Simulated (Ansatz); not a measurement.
Basis-set series for `C[NH][Zr]([OH])([F])[Cl]`. Total charge 0; spin multiplicity 1. Zr: def2 effective core potential. The geometry is a stationary point of PBE0-D4/def2-TZVP. It is one conformer, not always the lowest.

| functional | basis | functions | energy (Eh) | HOMO (eV) | LUMO (eV) |
| --- | --- | --- | --- | --- | --- |
| PBE0-D4 | def2-SVP | 130 | -777.66306 | -7.15 | -0.62 |
| PBE0-D4 | def2-TZVPP | 292 | -778.15472 | -7.25 | -0.77 |
| ωB97M-V | def2-SVP | 130 | -777.90411 | -9.40 | 0.90 |
| ωB97M-V | def2-TZVPP | 292 | -778.40369 | -9.53 | 0.64 |

(1) Give the rows for def2-QZVPP. (An estimate is asked.)

Answers

(1) Ansatz gave: 
```json
{"functional": "PBE0-D4", "basis": "def2-QZVPP", "functions": "529", "energy (Eh)": "-778.18660", "HOMO (eV)": "-7.28", "LUMO (eV)": "-0.80"}
{"functional": "ωB97M-V", "basis": "def2-QZVPP", "functions": "529", "energy (Eh)": "-778.43405", "HOMO (eV)": "-9.55", "LUMO (eV)": "0.43"}
```

Positive LUMOs are unbound and depend on the basis.
